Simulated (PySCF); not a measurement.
# Reading the logs of faulty runs: B2GeH7N

All numbers below are calculated, not measured. They come from PySCF 2.14.0, an open-source quantum chemistry program, on an isolated molecule that a program drew, which may never have been made. The molecule is B2GeH7N (charge 0, singlet), drawn as the SMILES string `BN[BH][GeH3]`.

Each row is a Hartree-Fock (HF) and frozen-core CCSD(T) single point in the cc-pVDZ basis, meant for a local HF minimum. Run 1 is clean. Each other run has one planted mistake out of seven kinds, and not every kind appears here: one electron removed, one electron added, multiplicity raised by two, geometry at a saddle point, minimal basis STO-3G, one bond length entered in bohr, all coordinates scaled. The reference is restricted for singlets and unrestricted otherwise, and also for a bond in bohr. Adding or removing an electron swaps singlet and doublet. Electrons count all cores. HOMO and LUMO are orbital energies over both spins, the gradient is its largest component, and the lowest frequency (negative if imaginary) is given only where the gradient is small. Bond lengths are over the 10 bonds as drawn. T1 is the CCSD diagnostic: over 0.02 (restricted) or 0.045 (unrestricted) a single reference is doubtful. Germanium has the cc-pVDZ-PP basis, with a core potential (ECP10MDF) in place of its 10 inner electrons, and its 3s, 3p and 3d shells are frozen in CCSD(T).

Geometry of the clean run:
```xyz
11
B2GeH7N, angstrom
B    -1.6858    1.2122    0.4778
N    -1.4294    2.1297    1.5313
B    -0.2271    2.3321    2.2606
Ge    1.5396    1.2527    1.9183
H    -2.7753    1.1842   -0.0236
H    -0.8174    0.4794    0.1021
H    -2.1996    2.7143    1.7975
H    -0.2426    3.1744    3.1188
H     2.6444    1.7217    2.8784
H     2.0653    1.4428    0.4869
H     1.3483   -0.2555    2.1415
```

```
run,electrons,basis functions,<S^2>,HOMO (eV),LUMO (eV),gradient (hartree/bohr),lowest frequency (cm^-1),mean bond (Å),longest bond (Å),T1,HF (hartree),CCSD(T) (hartree),mistake
1,56,100,0.000,-10.72,1.98,5.2e-06,82,1.4152,2.098,0.0125,-401.32197,-401.82966,no fault
2,57,100,0.826,0.18,8.20,3.0e-02,-,1.4152,2.098,0.0180,-401.27973,-401.81651,one electron added
3,56,100,2.017,-6.01,-1.81,4.4e-02,-,1.4152,2.098,0.0231,-401.15983,-401.66556,multiplicity raised by two
4,56,100,0.863,-8.52,1.09,8.1e-03,-,1.5519,2.904,0.0370,-401.22359,-401.71767,one bond length entered in bohr
5,56,100,0.000,-10.82,2.13,4.4e-02,-,1.3444,1.993,0.0114,-401.29444,-401.79506,all coordinates scaled
6,55,100,0.761,-17.53,-8.16,1.2e-01,-,1.4152,2.098,0.0173,-400.97599,-401.46173,?
```

**Which mistake was planted in run 6, and what did it cost?**

It counts 55 electrons, one fewer than the clean run, at the same geometry and basis. So the mistake is: one electron removed. Subtracting run 1 and multiplying by 627.51 kcal/mol a hartree, the energy moved by 217.1 kcal/mol in HF and 230.9 kcal/mol in CCSD(T).

Cautions from the logs. Run 2: the HOMO is above zero, so the electron isn't bound and the energy depends on the basis.
